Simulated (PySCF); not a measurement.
**Electron correlation in Ge⁺ (germanium, charge +1)**

[Ar] 3d10 4s2 4p1, 2P determinant. Calculation: PySCF 2.14, in cc-pVTZ-DK; scalar relativity by spin-free X2C-1e. Frozen: [Ar] 3d10; 3 electrons correlated.

MP2 pair energies summed by pair of shells (mhartree):

```tsv
pair	energy	share (%)
4s-4s	-20.92	56.4
4s-4p	-16.19	43.6
```

Total MP2 correlation energy: -37.11 mhartree.

Same-spin part -2.54 and opposite-spin part -34.56 mhartree; SCS-MP2 scales them by 1/3 and 6/5 to -42.32 mhartree.

```
  level  correlation energy (mhartree)
   CCSD                         -50.72
    (T)                          -0.77
CCSD(T)                         -51.49
```

Diagnostics: T1 = 0.010, D1 = 0.0236, largest double amplitude 0.093.

Task: Is a single reference adequate?

Result: Mostly. T1 lies below 0.03, but a double amplitude of this size points to a near-degeneracy that CCSD handles and MP2 describes poorly.
